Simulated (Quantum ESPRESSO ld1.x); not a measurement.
Results of a calculation; reference values are marked as such.
Species: neutral oxygen. Configuration: [He] 2s2 2p3 3d1 (not the ground configuration).

Level of theory: Dirac Kohn-Sham, Slater X-alpha with alpha = 1, spin-unpolarised, spherical densities, point nucleus; open shells fill j = l - 1/2 first (ld1.x of Quantum ESPRESSO 7.5).

Energy parts (hartree):
total: -76.952
kinetic: 77.075
electron-nucleus: -177.277
Hartree: 33.881
exchange: -10.631

Orbitals (lengths in bohr, moments of r in powers of bohr; r(max) is where P^2 peaks; r(90%) holds 90 % of the orbital's charge):
orbital,occ.,eigenvalue (hartree),r(max),<1/r>,<r>,r(90%)
1s1/2,2,-20.3236,0.1280,7.714,0.1971,0.353
2s1/2,2,-1.52562,0.8337,1.387,1.047,1.65
2p1/2,2,-0.96360,0.7478,1.280,1.039,1.75
2p3/2,1,-0.96169,0.7488,1.278,1.041,1.75
3d3/2,1,-0.02799,8.564,0.1216,9.657,14.4
3d5/2,0,-0.02799,8.564,0.1216,9.658,14.4

The highest occupied level is 3d3/2 at -0.762 eV. The density falls to 0.001 e/bohr^3 at r = 2.78 bohr. Summed over all electrons, <r^2> = 113.1 bohr^2, which gives a Langevin (diamagnetic) susceptibility term of -89.6 x 10^-6 cm^3/mol.
